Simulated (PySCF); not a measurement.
C5H8NO, SMILES [CH]1N(C(=O)CC1)C, multiplicity 2.

Geometry: PBE-D3(BJ)/def2-SVP. The isomer is the one that the SMILES or the coordinates give; other isomers of the formula were not compared. One conformer was computed; it need not be the lowest.

Computed with PBE/def2-TZVP (PySCF).

Computed frontier levels, dipole moment:
```
Item                                                                                                             Value
---------------------------------------------------------------------------------------------  -----------------------
α spin, highest occupied and lowest empty level                                                     -3.56 and -0.61 eV
β spin, highest occupied and lowest empty level                                                     -5.83 and -2.21 eV
dipole moment                                                                                                   3.08 D
quadrupole, principal values (traceless, Buckingham form, about the centre of nuclear charge)   -10.03, 0.86, 9.17 D·Å
⟨S²⟩                                                                                           0.753 (pure state 0.75)
```
